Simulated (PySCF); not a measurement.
**Correlation energy of Cu²⁺ (copper, charge +2)**

Starting occupation: [Ar] 3d8 4p1, 3d3/2 with m_j = -1/2, +1/2, +3/2, 3d5/2 with m_j = -3/2, -1/2, +1/2, +3/2, +5/2, 4p3/2 with m_j = +3/2. Computed with PySCF 2.14 in x2c-TZVPall-2c with one added diffuse shell each of s, p, d type (7s8p5d1f, 63 functions), with X2C-1e with screened-nucleus spin-orbit coupling, Gaussian nucleus. Frozen: [Ne]; 17 electrons correlated; the 6 highest virtual spinors left out.

MP2 pair energies summed by pair of shells (mhartree):

```tsv
pair	energy	share (%)
3d-3d	-180.00	40.4
3d-3p	-150.32	33.8
3p-3p	-45.21	10.2
3d-3s	-31.22	7.0
3p-3s	-18.89	4.2
3d-4p	-12.37	2.8
3p-4p	-3.91	0.9
3s-3s	-2.82	0.6
3s-4p	-0.36	0.1
```

Total MP2 correlation energy: -445.10 mhartree.

The GHF reference relaxed away from the jj start to a determinant that is no pure jj level (⟨S²⟩ = 3.75, ⟨J²⟩ = 35.75); the energies belong to that determinant.

This basis was not built for core-valence correlation, so the inner-shell part is incomplete.
